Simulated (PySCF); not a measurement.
C₂H₅BO₃, SMILES CB(O)C(=O)O. Atoms are numbered in the order given.

```xyz
11

C      1.0612    -1.7781     0.0000
B     -0.1399    -0.7825     0.0000
O     -1.4261    -1.1749     0.0000
C      0.0120     0.8349     0.0000
O     -0.9696     1.5538     0.0000
O      1.2600     1.3303     0.0000
H      0.7483    -2.8323     0.0000
H      1.7056    -1.5931    -0.8777
H      1.7056    -1.5931     0.8777
H     -2.0007    -0.3861     0.0000
H      1.1873     2.3032     0.0000
```

The structure is a stationary point at B3LYP-D3(BJ)/def2-SVP. This is a generated structure with no PubChem entry under its InChIKey; it may be hypothetical. The values are those of a single conformer.

These are PySCF with PBE/def2-TZVP values and carry that method's errors.

Gas-phase values at a fixed geometry.

```yaml
total_energy: -329.58809 hartree
point_group: Cs
highest_occupied_level: -6.51 eV
lowest_empty_level: -2.55 eV
orbital_gap: 3.96 eV
dipole_moment: 1.38 D
quadrupole, principal values (traceless, Buckingham form, about the centre of nuclear charge): -3.79, 1.06, 2.73 D·Å
mean_static_polarisability: 49.6 bohr³ (7.35 Å³)
polarisability_principal_values: 34.9, 56.3, 57.7 bohr³
```
